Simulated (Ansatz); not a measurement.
Reaction (cleavage of the Si–Si bond): `N[SiH](O)[SiH2]F` + CH₃OH → `CO[SiH](N)O` + `F[SiH3]`

Gas-phase electronic energies from Ansatz, PBE0-D4/def2-TZVP geometries. CCSD(T)/CBS adds triple-zeta CCSD(T) − MP2 to the extrapolated MP2 energy (def2 sets, frozen cores). This one scheme is used for every species. DFT in def2-TZVPP. One conformer a species, not always the lowest.

CCSD(T)/CBS gives -136.9 kJ/mol.

Task: Another level gave -131.9 kJ/mol. Which?
A. r2SCAN/def2-TZVPP
B. PBE-D4/def2-TZVPP
C. B2PLYP/def2-TZVPP
D. SCS-MP2/def2-TZVPP

Result: A. r2SCAN -131.9, SCS-MP2/def2-TZVPP -148.6, B2PLYP -140.2, PBE-D4 -107.6 kJ/mol.

Largest T1 diagnostic among the species: 0.012.

In def2-TZVPP, CCSD(T) changes the Hartree–Fock value by +21.0 kJ/mol (the triples alone add +2.9 kJ/mol) and MP2 by +13.9 kJ/mol. From PBE to PBE0 (25 % exact exchange), in def2-TZVPP and without D4, ΔE moves by −10.7 kJ/mol.
